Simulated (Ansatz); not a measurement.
Species: C3H8Se2 (charge 0, singlet). 
Geometry from a B3LYP-D3(BJ)/def2-TZVP (Ansatz, an electronic-structure program) optimisation:
SMILES: CCC([SeH])[SeH]
```xyz
13

C     -2.6245    -0.1696     1.1737
C     -1.4829     0.7425     0.7265
C     -0.1473     0.0252     0.5720
Se    -0.3120    -1.4053    -0.8003
Se     1.3487     1.2652     0.2281
H     -3.5301     0.4143     1.3448
H     -2.3749    -0.6842     2.1040
H     -2.8570    -0.9296     0.4263
H     -1.7381     1.2295    -0.2181
H     -1.3421     1.5403     1.4592
H      0.1367    -0.4569     1.5061
H      1.1364    -1.6258    -0.9116
H      0.8501     1.6878    -1.0907
```

Quantity: atomisation energy (electronic, to ground-state atoms), in eV. Valence correlation only, unless marked. Open shells are spin-unrestricted. No spin-orbit coupling. The frozen core is the preceding noble-gas configuration, with the filled d and f shells of earlier blocks. No relativistic terms. The coupled-cluster limit lacks core correlation, which all-electron functionals hold. CBS(X,Y): correlation extrapolated as X^-3; Hartree-Fock from the larger set.

```
level                      program  atomisation energy (eV)
------------------  --------------  -----------------------
BLYP-D4/def2-TZVPD  Ansatz + dftd4                    46.82
BLYP/def2-TZVPD             Ansatz                    46.05
```

**Question.** Predict the CCSD(T)/CBS(cc-pVTZ,cc-pVQZ) result (Ansatz).

**Answer.** 46.97 eV, so BLYP/def2-TZVPD differs from it by -0.92 eV.
